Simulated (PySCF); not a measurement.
**Vibration and rotation of CsO**

UHF-CCSD(T) constants of CsO, ²Π (doublet), unpaired electrons π ↑ (basis Cs def2-SVP with ECP46, O def2-SVP; scalar-relativistic core potentials; PySCF 2.14; masses 132.9054 and 15.9949 u):

| Quantity | Value |
| --- | --- |
| ωe | 342.0 cm⁻¹ |
| ωexe | 1.47 cm⁻¹ |
| Be | 0.17483 cm⁻¹ |
| αe | 0.00109 cm⁻¹ |
| D (centrifugal) | 1.83e-07 cm⁻¹ |
| De to Cs + O | 1.98 eV |

**Question.** Give the vibrational terms G(v) and spacings up to v = 6.

**Answer.** G(v) = ωe(v+½) − ωexe(v+½)².

```json
{"v": "0", "G(v) (cm⁻¹)": "170.6", "G(v) − G(v−1)": "", "Bv (cm⁻¹)": "0.1743"}
{"v": "1", "G(v) (cm⁻¹)": "509.7", "G(v) − G(v−1)": "339.1", "Bv (cm⁻¹)": "0.1732"}
{"v": "2", "G(v) (cm⁻¹)": "845.8", "G(v) − G(v−1)": "336.1", "Bv (cm⁻¹)": "0.1721"}
{"v": "3", "G(v) (cm⁻¹)": "1179.0", "G(v) − G(v−1)": "333.2", "Bv (cm⁻¹)": "0.1710"}
{"v": "4", "G(v) (cm⁻¹)": "1509.2", "G(v) − G(v−1)": "330.2", "Bv (cm⁻¹)": "0.1699"}
{"v": "5", "G(v) (cm⁻¹)": "1836.5", "G(v) − G(v−1)": "327.3", "Bv (cm⁻¹)": "0.1688"}
{"v": "6", "G(v) (cm⁻¹)": "2160.9", "G(v) − G(v−1)": "324.4", "Bv (cm⁻¹)": "0.1677"}
```

**Question.** How well does the Morse estimate ωe²/(4ωexe) reproduce De, and what is D0?

**Answer.** It gives 2.47 eV, 125 % of the computed De. D0 = De − G(0) = 1.98 − 0.02 = 1.96 eV.

Correlated steps freeze 1 core orbital. Correlated levels converge slowly with the basis: in double zeta they bind strong bonds too weakly, by up to about 1 eV, and carry superposition errors of some tenths. These are scalar-relativistic numbers at best; spin–orbit coupling would shift them, the dissociation energy most. The state is the lowest determinant that a PBE0 search found; another state may lie lower at other levels.
